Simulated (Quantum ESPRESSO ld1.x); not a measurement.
Question: The silver ion Ag7+, configuration [Kr] 4d4. Method: scalar-relativistic Kohn-Sham, LDA (Slater exchange, Perdew-Zunger correlation), spin-unpolarised, spherical densities, point nucleus; computed with ld1.x of Quantum ESPRESSO 7.5. Some entries of the table are withheld. Estimate them.

| orbital | occ. | eigenvalue (Ry) | r(max) (bohr) |
|---|---|---|---|
| 1s | 2 | (1) | 0.020 |
| 2s | 2 | -283.028 | 0.114 |
| 2p | 6 | (2) | (3) |
| 3s | 2 | -59.1828 | 0.334 |
| 3p | 6 | -49.9694 | 0.326 |
| 3d | 10 | (4) | 0.273 |
| 4s | 2 | (5) | 0.810 |
| 4p | 6 | -12.6557 | 0.857 |
| 4d | 4 | (6) | 0.951 |

Answer: 
(1) 1s eigenvalue (Ry): -1868.54
(2) 2p eigenvalue (Ry): -254.974
(3) 2p r(max) (bohr): 0.091
(4) 3d eigenvalue (Ry): -35.4180
(5) 4s eigenvalue (Ry): -15.4677
(6) 4d eigenvalue (Ry): -8.44720
